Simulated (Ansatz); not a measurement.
Consider the redistribution: `C=[N][GaH2]` + `CN(C)[SiH](N)F` → `C=[N][GaH][CH3]` + `CN[SiH](N)F`.

Gas-phase electronic energies from Ansatz, PBE0-D4/def2-TZVP geometries. CCSD(T)/CBS is the MP2 limit (def2-TZVPP, def2-QZVPP) plus CCSD(T) − MP2 in def2-TZVPP, frozen cores. For Ga outer-core shells are correlated without core-valence functions, which leaves a few kJ/mol of doubt a bond. Scalar relativity is left out up to krypton. One conformer a species, not always the lowest.

`C=[N][GaH2]`:

```xyz
7

C     0.806    0.774   -0.988
N    -0.026    0.138   -0.319
Ga   -0.820   -0.789    1.008
H     1.823    1.003   -0.632
H     0.569    1.151   -1.995
H    -1.642    0.059    2.022
H    -0.711   -2.337    0.904
```

`CN(C)[SiH](N)F`:

Z-matrix (Å, degrees):
```
C
N 1 1.443
H 1 1.098 2 110.8
H 1 1.092 2 110.5 3 -119.6
H 1 1.099 2 111.9 3 120.1
C 2 1.444 1 113.6 3 -59.7
Si 2 1.697 1 122.2 3 132.2
H 6 1.091 2 110.2 1 179.5
H 6 1.098 2 111.7 1 -60.1
H 6 1.098 2 110.8 1 59.8
N 7 1.701 2 109.3 1 -151.9
F 7 1.606 2 115.7 1 92.5
H 7 1.482 2 105.9 1 -23.1
H 11 1.006 7 120.7 2 -151.9
H 11 1.005 7 121.9 2 55.1
```

`C=[N][GaH][CH3]`:

```xyz
10

C    -0.928   -0.399   -2.146
N    -0.119    0.006   -1.292
Ga    0.424    0.851    0.221
C     0.565   -0.243    1.840
H    -0.598   -0.991   -3.015
H    -2.012   -0.205   -2.106
H     0.884    2.328    0.012
H     1.599   -0.277    2.190
H    -0.037    0.191    2.642
H     0.222   -1.261    1.655
```

`CN[SiH](N)F`:

```xyz
12

C    -0.444   -1.483    1.160
N    -0.450   -0.608    0.008
Si    0.653    0.639   -0.295
N    -0.070    1.727   -1.384
F     2.016    0.222   -1.033
H    -1.454   -1.630    1.555
H     0.153   -1.032    1.956
H    -0.014   -2.468    0.944
H    -1.014   -0.937   -0.760
H     1.094    1.130    1.033
H     0.495    2.298   -1.990
H    -0.966    2.142   -1.195
```

| species | HF/def2-QZVPP energy (Eh) |
| --- | --- |
| `C=[N][GaH2]` | -2017.94306 |
| `CN(C)[SiH](N)F` | -578.53444 |
| `C=[N][GaH][CH3]` | -2057.00447 |
| `CN[SiH](N)F` | -539.49601 |

(1) Work out ΔE.

Largest T1 diagnostic among the species: 0.017.

Answers

(1) ΔE = (-2057.00447) + (-539.49601) − (-2017.94306) − (-578.53444) = -0.02298 Eh = -14.4 kcal/mol. CCSD(T)/CBS gives -15.7 kcal/mol.

The D4 term adds +1.3 kcal/mol with B3LYP and +0.8 kcal/mol with PBE0; it sums over pairs of atoms, weighted by their polarisabilities, and B3LYP, whose exchange is more repulsive, gets the larger term.

B3LYP here is the variant with VWN-RPA as its local correlation; programs differ in this.
